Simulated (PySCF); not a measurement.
Exact simulation of a proton spin system

Molecule: 2-bromoacrolein, C3H3BrO.

Bonds (- single, = double, # triple, : aromatic): C1=C2 1.335 Å, C2-Br3 1.884 Å, C2-C4 1.495 Å, C4=O5 1.201 Å. C1 carries H6, H7; C4 carries H8. H7 is cis to Br3; H6 is trans to Br3.

Computed data (PySCF 2.14.0 with density-fitted response routines): structure optimised with PBE0-D3(BJ)/def2-SVP, J: B3LYP/pcJ-1 (pcSseg-1 on Br), σ from GIAO-PBE0/pcSseg-1. Non-relativistic, no solvent, one computed conformer.

Referencing at the same level of theory: $^{1}$H (σ = 31.27 ppm) vs TMS.

Shifts (ppm): H6 7.11, H7 6.24, H8 9.15.
Couplings (Hz): H6–H7: -0.3; H6–H8: 0.4; H7–H8: 2.3.

The 3-spin Hamiltonian (Zeeman plus full scalar coupling among like nuclei) was diagonalised exactly; lines are Lorentzian, 0.4 Hz wide, and the maxima above 3 % are listed with the tallest set to 100.

(1) Give the $^{1}$H peak list of this spin system at 200 MHz.

(2) And at 700 MHz?

(3) Among coupled protons with different shifts, which pair is furthest from first order, and how does the field change that?

## Answers

(1) 
δ in ppm (height): 9.157 (51), 9.155 (51), 9.145 (52), 9.143 (51), 7.110 (100), 6.246 (57), 6.245 (57), 6.235 (57), 6.234 (56)

(2) 
δ in ppm (height): 9.152 (51), 9.151 (51), 9.149 (52), 9.148 (51), 7.110 (100), 6.242 (57), 6.242 (57), 6.239 (57), 6.238 (57)

(3) H7 and H8: Δν/J is about 253.0 at 200 MHz (close to first order) and 885.7 at 700 MHz (close to first order). J in Hz doesn't depend on the field, while Δν in Hz grows in proportion to it.

Relativistic effects, spin–orbit coupling among them, are left out; they matter for Br and for the light atoms bonded to it.
